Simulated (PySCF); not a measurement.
## CuN: one state, many levels of theory

State: ³Σ⁻ (triplet), unpaired electrons π ↑↑. Set-up: PySCF, no relativity, basis sets Cu def2-TZVPP, N def2-TZVPP. De refers to Cu (3d10 4s1) + N in their high-spin ground configurations, without counterpoise correction. The functionals are run spin-unrestricted. A positive dipole means Cu(−)N(+).

```csv
Level,Re (Å),ωe (cm⁻¹),De (eV),μ (D)
ROHF,1.945,516,n/a,-5.85
ROHF-MP2,1.783,590,n/a,n/a
ROHF-SCS-MP2,1.816,562,n/a,n/a
PBE,1.767,616,2.40,-3.17
PBEsol,1.745,644,2.56,-3.11
PW91,1.767,616,2.40,-3.16
r²SCAN,1.767,613,2.05,-3.30
M06-L,1.782,593,2.14,-3.22
PBE0,1.809,561,1.72,-3.68
BHandHLYP,1.865,514,1.23,-4.11
LC-ωPBE,1.795,595,1.74,-4.51
```

The bond length runs from 1.745 Å (PBEsol) to 1.945 Å (ROHF). De spans 1.23 eV (BHandHLYP, global hybrid GGA) to 2.56 eV (PBEsol, GGA).

Correlated steps freeze 6 core orbitals. The state is the lowest single determinant that the PBE0 search found; with open d or f shells the true ground state can be another one.
